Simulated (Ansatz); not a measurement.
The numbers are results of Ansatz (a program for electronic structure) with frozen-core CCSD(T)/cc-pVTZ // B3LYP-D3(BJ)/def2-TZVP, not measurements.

Ansatz 0.2 input:
```yaml
crystal:
  periodic: [false, false, false]
  atoms:
    - { symbol: Cl, position_ang: [1.844518, -0.399135, -0.118861] }
    - { symbol: Ge, position_ang: [-0.212052, 0.044502, 0.447687] }
    - { symbol: H, position_ang: [-1.088096, -1.077848, -0.168416] }
    - { symbol: H, position_ang: [-0.54437, 1.432482, -0.16041] }
basis:
  gaussian: { orbitals: cc-pVTZ }
correlation:
  method: ccsd_t
magnetization:
  spin_polarized: true
  initial_magnetization: 1
```

Output:

```
Functional definition: HF
636 factors; integrals over basis functions are off by at most 6.0e-4 eV
mean field evaluation 1: about -69009.8000 eV, gradient 1.0e1 eV
mean field evaluation 2: about -69009.8071 eV, gradient 1.0e1 eV
mean field evaluation 4: about -69010.7553 eV, gradient 1.7e0 eV
mean field evaluation 8: about -69010.7983 eV, gradient 1.6e-3 eV
mean field evaluation 16: about -69010.7456 eV, gradient 1.7e0 eV
mean field -69010.79834845 eV, -2536.1000621065 hartree, gradient 3.0e-6 eV, S^2 0.755052; 0 other end points of the search recorded, 0 dependent functions left out
14 core orbitals not correlated
reference -69010.79834845 eV, -2536.1000621065 hartree; 12, 11 occupied and 79, 80 virtual orbitals, 636 factors
second order -9.94504322 eV of doubles, -0.00000000 eV of singles
cycle   1  -10.41038895 eV  change   -4.7e-1 eV  update   7.5e-2
cycle   2  -10.73932082 eV  change   -3.3e-1 eV  update   2.4e-2
cycle   3  -10.78578905 eV  change   -4.6e-2 eV  update   1.2e-2
cycle   4  -10.77999836 eV  change    5.8e-3 eV  update   4.0e-3
cycle   5  -10.78038020 eV  change   -3.8e-4 eV  update   2.0e-3
cycle   6  -10.78032994 eV  change    5.0e-5 eV  update   8.3e-4
cycle   7  -10.78053922 eV  change   -2.1e-4 eV  update   3.2e-4
cycle   8  -10.78059693 eV  change   -5.8e-5 eV  update   1.0e-4
cycle   9  -10.78058051 eV  change    1.6e-5 eV  update   3.6e-5
cycle  10  -10.78057470 eV  change    5.8e-6 eV  update   1.2e-5
perturbative correction -0.44641876 eV, -0.0164055869 hartree
Total energy: -69022.02534192 eV, -2536.5126465063 hartree
```

Cost: around 19 core-seconds (rough).
